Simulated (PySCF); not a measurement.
# Au+: excitation energy

Au+ [Xe] 4f14 5d10 (1S) → Au+ [Xe] 4f14 5d9 6s1, s spin flipped, as a difference of total energies. Computed with PySCF 2.14 in ANO-RCC-VTZP (8s7p5d3f1g, 84 functions), with scalar relativity by spin-free X2C-1e. Correlated levels: valence: [Xe] 4f14 frozen. The calculations carry no spin-orbit coupling.

```tsv
method	excitation energy (eV)
UHF	2.488
MP2 (valence)	2.969
SCS-MP2 (valence)	2.921
```

**Question.** How much does correlation contribute at MP2 (valence)?

**Answer.** 2.969 − (2.488) = 0.481 eV, measured against UHF.

The upper determinant mixes two multiplicities, so it lies between the two terms.

The basis was made for the ground configuration and has no added diffuse functions, so the excitation energy can come out too high.
